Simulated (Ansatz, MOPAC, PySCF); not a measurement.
Stepwise substitution at one centre (Al I-SH). All species are isolated molecules in the gas phase. One relaxed conformer stands for each flexible species; it need not be the lowest. Strings in code marks are SMILES.

Quantity: vertical ionisation energy (energy after one electron is removed minus that of the parent at the parent's geometry), in eV.

Level 1: frozen-core MP2/def2-TZVPP // B3LYP-D3(BJ)/def2-TZVP (Ansatz, a program for electronic structure)
Level 2: minus the HOMO energy of AM1 // B3LYP-D3(BJ)/def2-TZVP (MOPAC)
Level 3: minus the HOMO energy of B3LYP-D3(BJ)/def2-TZVP (PySCF)
Level 4: minus the HOMO energy of HF/3-21G // B3LYP-D3(BJ)/def2-TZVP (PySCF)

```json
[
 {"species": "`[SH][Al]([SH])[SH]`", "level 2": "9.64", "level 3": "7.45", "level 4": "10.82"}
]
```

Task: What does level 1 give for each?

Result: 
- `[SH][Al]([SH])[SH]`: 10.16
